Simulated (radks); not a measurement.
The numbers below are computed, except where a source is named.
Q: Dipole-allowed excitations along the series with 47 electrons in [Kr] 4d10 5s1. Level of theory: scalar-relativistic Kohn-Sham, LB94 model potential, spin-polarised, spherical densities, finite nucleus; open shells are filled with parallel spins first (spin-orbit coupling, left out, can overturn this in heavy ions); Fermi nuclear charge, rms radius of each element as measured or else 0.836 A^(1/3) + 0.57 fm (a radial shooting solver on a logarithmic mesh with Libxc functionals). Time-dependent linear response with the Hartree and adiabatic LDA kernel, continuum included through the Sternheimer equations, no spin-orbit coupling, so fine structure and intercombination lines are absent. Lines are the poles of the dipole polarisability below minus the highest occupied eigenvalue, found on a grid refined at the orbital gaps; the lowest seven at most are given, and weak or close lines can be missed. The first line takes the name of the lowest orbital gap if no other gap lies below it; otherwise a line is named after a gap within 0.6 % of it, if that gap stands alone.

species  -e(HOMO) (eV)  lowest orbital gap (eV)  first line (eV)      f  strongest line (eV)  its f  static alpha (bohr^3)
Te5+            74.546             5s-5p 13.157   13.887 (5s-5p)  0.762  48.249 (unassigned)  0.899                  4.411
I6+             91.919             5s-5p 14.844   15.651 (5s-5p)  0.762  58.194 (unassigned)  0.913                  3.467

Estimate the first line of Xe7+, its oscillator strength and the static polarisability.

A: 17.438 eV (5s-5p), f = 0.760, alpha = 2.787 bohr^3.
